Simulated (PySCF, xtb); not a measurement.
C2H4AlF, SMILES [CH](=C)[AlH][F].

GFN2-xTB run with xtb 6.7.1 at its own geometry gives an orbital gap of 3.97 eV and a dipole moment of 2.26 D.

Coordinates come from a TPSSh-D3(BJ)/def2-SVP optimisation. One conformer was computed; it need not be the lowest.

Task: What does r2SCAN/def2-TZVPD in PySCF give? (An estimate is asked for; the answer gives what the named calculation found.)

Result: gap 5.22 eV (levels -7.36 and -2.14 eV), dipole 2.09 D.
